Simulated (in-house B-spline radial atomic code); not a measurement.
# How G0W0 and RPA depend on the start: Si³⁺

Configuration [Ne] 3s1, highest spin. Computed with a B-spline radial code for spherical atoms: all electrons, non-relativistic, point nucleus, each spin shell either full or empty, empty states to l = 9 with an (l + 1/2)⁻⁴ tail; G0W0 by contour deformation at full frequency.

```csv
start,mean-field 3s up (eV),G0W0 (eV),QP weight,RPA correlation (Eh)
Hartree-Fock,-44.67,-45.68,0.980,-0.58544
LDA VWN5,-40.43,-46.04,0.958,-0.65611
PBE,-40.32,-45.99,0.958,-0.65476
PBE0,-41.53,?,?,?
r2SCAN,-40.57,-45.95,0.962,-0.6422
HSE06,-41.15,-45.92,0.964,-0.63689
B3LYP (VWN-RPA),-41.46,-45.93,0.965,-0.63927
TPSS,-40.28,-45.97,0.959,-0.65001
BHandHLYP,-42.74,-45.83,0.972,-0.61736
CAM-B3LYP,-43.13,?,?,?
LC-wPBE,-44.55,-45.83,0.977,-0.62949
wB97X,-43.78,-45.79,0.977,-0.62506
PBEsol,-40.27,-46.01,0.958,-0.65493
BLYP,-40.35,-46.00,0.958,-0.65569
r2SCAN0,-41.71,-45.88,0.968,-0.62648
LDA exchange-only,-39.59,-46.02,0.959,-0.65586
```

(1) What G0W0 level, weight and RPA correlation energy follow from the PBE0 start?

(2) What G0W0 level, weight and RPA correlation energy follow from the CAM-B3LYP start?

(3) How much of the dependence on the start does G0W0 remove?

Answers

(1) G0W0 level -45.90 eV, weight 0.966, RPA correlation -0.63455 hartree.

(2) G0W0 level -45.86 eV, weight 0.973, RPA correlation -0.63023 hartree.

(3) The mean-field levels span 5.08 eV and the G0W0 levels 0.356 eV. Against 45.142 eV (NIST, measured) the G0W0 removal energies are off by +0.54 to +0.89 eV, with relativity, Breit and QED terms left out.
